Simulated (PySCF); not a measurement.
# Electron correlation in P- (phosphorus, charge -1)

Starting occupation: [Ne] 3s2 3p4, 3p1/2 with m_j = -1/2, +1/2, 3p3/2 with m_j = +1/2, +3/2. Calculation: PySCF 2.14, in x2c-TZVPall-2c with one added diffuse shell each of s, p type (6s7p2d1f, 44 functions); X2C-1e with screened-nucleus spin-orbit coupling, Gaussian nucleus. Frozen: [Ne]; 6 electrons correlated; the 6 highest virtual spinors left out.

MP2 pair energies summed by pair of shells (mhartree):

```
 pair  energy  share (%)
3p-3s  -52.55       47.7
3p-3p  -47.13       42.8
3s-3s  -10.55        9.6
```

Total MP2 correlation energy: -110.23 mhartree.

The GHF reference relaxed away from the jj start to a determinant that is no pure jj level (⟨S²⟩ = 2.04, ⟨J²⟩ = 6.05); the energies belong to that determinant.
